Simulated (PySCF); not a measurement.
**`C1C(C)=C[P@@H+](C(=C)C)C1`, [C₈H₁₄P]+, charge +1**

Cartesian coordinates in Å; atom numbers follow the order of the lines, from 1:
```xyz
23

C    -3.182   -0.742    1.042
C    -2.173   -0.140    0.421
C    -2.269    1.057   -0.466
P    -0.496   -0.765    0.665
C     0.733    0.451    1.052
C     1.792    0.364    0.229
C     2.968    1.260    0.278
C     1.759   -0.732   -0.796
C     0.358   -1.376   -0.830
H    -3.038   -1.601    1.678
H    -4.194   -0.391    0.931
H    -3.302    1.374   -0.571
H    -1.692    1.884   -0.048
H    -1.871    0.844   -1.458
H    -0.583   -1.763    1.621
H     0.619    1.166    1.850
H     2.978    1.901   -0.604
H     2.956    1.888    1.163
H     3.890    0.681    0.260
H     2.515   -1.473   -0.528
H     2.036   -0.343   -1.777
H    -0.204   -1.049   -1.709
H     0.397   -2.466   -0.849
```

Total charge +1.

Theory: GIAO B97-D/pcseg-1 magnetisability, rotational g tensor and spin-rotation constants, non-relativistic, gas phase in PySCF. Geometry: GFN2-xTB.

For an ion the centre-of-mass motion in the field is neglected.

Task: Give the nuclear spin-rotation constants along the inertial axes (H = +C I·J) beside the isotropic shieldings.

Result: Rotational constants 2.7753, 0.8358, 0.7773 GHz. A star marks the isotopologue with that one atom substituted, in its own axes.
| atom | isotope | Caa (kHz) | Cbb (kHz) | Ccc (kHz) | mean (kHz) | σ (ppm) |
| --- | --- | --- | --- | --- | --- | --- |
| P4 | 31P | 4.485 | 1.411 | 1.383 | 2.427 | 270.6 |
| H10 | 1H | -0.283 | -0.045 | -0.003 | -0.110 | 25.4 |
| H11 | 1H | 0.133 | -0.081 | -0.082 | -0.010 | 25.2 |
| H12 | 1H | -0.024 | -0.089 | -0.084 | -0.066 | 29.3 |
| H13 | 1H | -0.219 | -0.029 | -0.093 | -0.114 | 29.8 |
| H14 | 1H | -0.279 | -0.086 | -0.026 | -0.130 | 29.9 |
| H15 | 1H | -0.284 | -0.064 | 0.003 | -0.115 | 25.2 |
| H16 | 1H | -0.319 | 0.014 | -0.066 | -0.123 | 26.4 |
| H17 | 1H | -0.305 | -0.090 | -0.007 | -0.134 | 29.4 |
| H18 | 1H | -0.320 | -0.026 | -0.055 | -0.134 | 29.1 |
| H19 | 1H | -0.061 | -0.066 | -0.098 | -0.075 | 29.5 |
| H20 | 1H | -0.200 | -0.044 | -0.074 | -0.106 | 28.7 |
| H21 | 1H | -0.284 | -0.101 | 0.005 | -0.127 | 28.6 |
| H22 | 1H | -0.303 | -0.103 | -0.003 | -0.136 | 29.2 |
| H23 | 1H | -0.352 | 0.015 | -0.094 | -0.144 | 29.0 |
| C1 | 13C* | 0.995 | 0.219 | 0.247 | 0.487 | 52.5 |
| C2 | 13C* | 1.028 | 0.206 | 0.222 | 0.486 | 61.3 |
| C3 | 13C* | 0.412 | 0.106 | 0.099 | 0.206 | 170.7 |
| C5 | 13C* | 0.761 | 0.256 | 0.146 | 0.388 | 91.2 |
| C6 | 13C* | 1.182 | 0.385 | 0.212 | 0.593 | 5.1 |
| C7 | 13C* | 0.378 | 0.118 | 0.112 | 0.203 | 166.5 |
| C8 | 13C* | 0.477 | 0.128 | 0.143 | 0.249 | 147.6 |
| C9 | 13C* | 0.305 | 0.124 | 0.122 | 0.184 | 167.8 |

For the geometry as given, no vibrational averaging.
